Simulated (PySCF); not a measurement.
# Orbital energies, ionisation energy and electron affinity

Species: C6H7FO.
Structure used (PBE0-D3(BJ)/def2-SVP), in Å, numbered top down from 1:
```
atom  x, y, z in Å
C1    -1.131    2.289   -0.895
C2    -0.453    1.142   -1.030
C3    -0.057    0.159   -0.013
C4     0.551   -0.987   -0.413
C5     1.031   -2.142    0.386
C6    -0.301    0.374    1.435
O7    -0.373   -0.447    2.291
F8    -0.424    1.672    1.755
H9    -1.362    2.885   -1.780
H10   -1.473    2.669    0.068
H11   -0.156    0.845   -2.042
H12    0.708   -1.072   -1.495
H13    1.118   -1.926    1.456
H14    0.318   -2.980    0.282
H15    1.992   -2.504   -0.011
```

Level: PBE0/def2-SVPD (PySCF). Frontier orbitals with their largest atomic shares (Löwdin; up to four atoms above 4 %):

```csv
orbital,ε (eV),main atoms
HOMO−3,-10.30,"C1 26 %, C2 16 %, H10 11 %, H9 10 %"
HOMO−2,-9.60,"C3 23 %, C2 23 %, C1 12 %, C4 11 %"
HOMO−1,-8.87,"O7 58 %, C6 9 %, F8 8 %, C3 8 %"
HOMO,-7.12,?
LUMO,-1.89,"C4 29 %, C3 15 %, C6 15 %, O7 12 %"
LUMO+1,-0.39,"C1 24 %, C2 24 %, C6 15 %, O7 12 %"
LUMO+2,0.62,"C4 20 %, C5 14 %, H12 14 %, C2 11 %"
```

Q: What vertical ionisation energy does ΔSCF give, and how far is −ε(HOMO) from it?

A: ΔSCF: 8.99 eV (867 kJ/mol; threshold wavelength 138 nm); ⟨S²⟩ of the doublet left behind is 0.766, against 0.75 for a pure doublet. −ε(HOMO) is 7.13 eV, 1.86 eV below it. For the exact functional −ε(HOMO) would equal the first vertical ionisation energy; PBE0 (global hybrid, 25 % exact exchange) falls short of its own ΔSCF value by 21 %. Holes in the HOMO−1 and HOMO−2 were tried too where these lie within 1.2 eV of the HOMO; the lowest converged state counts.

Q: On which atoms does the HOMO lie?

A: C1 (terminal =CH2 carbon) 27 %, C2 (alkene CH carbon) 20 %, C4 (alkene CH carbon) 18 %, C3 (fully substituted alkene carbon) 16 %, so no atom holds as much as 40 %. The HOMO−1 lies 1.74 eV lower.

Q: And the vertical electron affinity, the fundamental gap, Mulliken's electronegativity and the hardness (with the factor ½)?

A: EA = 0.14 eV by ΔSCF (−ε(LUMO) = 1.89 eV). IE − EA = 8.85 eV against an orbital gap of 5.24 eV; (IE + EA)/2 = 4.57 eV; (IE − EA)/2 = 4.42 eV. Parr's electrophilicity index (IE + EA)²/[8(IE − EA)] is 1.18 eV.

Q: Shift the occupied levels rigidly so that −ε(HOMO) equals the ΔSCF value. What binding energies result?

A: The shift is +1.86 eV: HOMO 8.98, HOMO−1 10.73, HOMO−2 11.46, HOMO−3 12.16 eV. A rigid shift is only a rough guide to the deeper ionisations.

Q: The lowest singlet excitation (vertical TDDFT, same level) lies at 4.66 eV. How far is it below IE − EA?

A: IE − EA = 8.85 eV, so by 4.19 eV.

Q: How many of the 10 lowest singlet excitations (vertical TDDFT, same level) lie below the ionisation energy?

A: All 10; they run from 4.66 to 7.40 eV.

Q: What total energies stand behind the ΔSCF value?

A: E(N) = -407.15675 Eh and E(N − 1) = -406.82649 Eh at the same geometry, 0.33026 Eh apart. With one more electron, E(N + 1) = -407.16197 Eh.

One conformer (not necessarily the lowest) at the PBE0-D3(BJ)/def2-SVP geometry, without solvent, vibrations or thermal averaging.

The run behind these numbers computed excited states and ΔSCF ions as well. On an Arm Neoverse V2 with one thread, shared host with 96 logical CPUs at a one-minute load of 44, this took 1.9 min wall (grids of density and orbitals included) and 0.89 GiB of memory at its peak.
